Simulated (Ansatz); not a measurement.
Cost and result for the atomization energy of `FC1(F)B[Te]1` (6 atoms, 6 bonds).

Charge 0, multiplicity 1. Correlated methods include outer-core shells of Te, which these sets cover unevenly. Te takes the def2 core potential. Geometry: relaxed with PBE0-D4/def2-TZVP. Program: Ansatz. All runs use 2 threads of an Intel Xeon on a shared host. Times are those of one run each, without the atoms' runs, and a repeat can differ threefold. Electronic energies, without spin–orbit coupling; frozen cores. CCSD(T)/CBS adds CCSD(T) − MP2 in def2-TZVPP to the MP2 limit, and its time is that of the two runs behind it. T1 = 0.018; the RHF reference is unstable towards UHF. With those shells the extrapolation isn't a true limit. B3LYP takes the VWN-RPA correlation (the form of Gaussian; ORCA's B3LYP/G).

CCSD(T)/CBS is a level of theory with its own doubt, some kJ/mol a heavy atom from the limit and from the frozen cores, so smaller differences don't rank the functionals.

```csv
level,functions,wall time,atomization (kcal/mol),difference from CCSD(T)/CBS,per bond
LDA (SPW92)/def2-TZVPP,188,5.5 s,624.4,120.1,20.0
PBE-D4/def2-TZVPP (with forces),188,9.5 s,538.1,33.8,5.6
PBE0-D4/def2-TZVPP,188,12 s,512.0,7.7,1.3
CAM-B3LYP-D4/def2-TZVPP,188,13 s,502.4,-1.9,-0.3
B3LYP-D4/def2-TZVPP (with forces),188,15 s,502.6,-1.7,-0.3
r2SCANh-D4/def2-TZVPP,188,15 s,505.1,0.8,0.1
PBE-QIDH/def2-TZVPP,188,19 s,502.4,-1.9,-0.3
CCSD(T)/def2-SVP,87,20 s,469.1,-35.2,-5.9
B97M-V/def2-TZVPP,188,20 s,507.3,3.0,0.5
ωB97M-V/def2-TZVPP (with forces),188,34 s,501.7,-2.6,-0.4
MP2/def2-QZVPP,340,54 s,524.2,19.9,3.3
CCSD(T)/def2-TZVPP,188,4.2 min,485.5,-18.8,-3.1
CCSD(T)/CBS(def2),–,5.1 min,504.3,0.0,0.0
```

From r2SCAN to r2SCAN0 (25 % exact exchange), in def2-TZVPP and without D4, the atomization energy moves by −21.2 kcal/mol: exact exchange takes away binding that semilocal exchange gives to molecules. Leaving LDA and LC-ωPBE aside and taking each functional with its dispersion term where it has one, the values, not all of them listed here, spread over 68.4 kcal/mol, from BHLYP-D4 to PBE-D4. LDA lies +89.7 kcal/mol from PBE without D4, its usual overbinding. In def2-TZVPP, CCSD(T) changes the Hartree–Fock value by +164.6 kcal/mol (the triples alone add +17.5 kcal/mol) and MP2 by +192.2 kcal/mol; breaking electron pairs costs correlation energy, which Hartree–Fock lacks.

Spin–orbit coupling would lower the free Te atoms strongly, and the atomization energy with them, by more than many differences here.
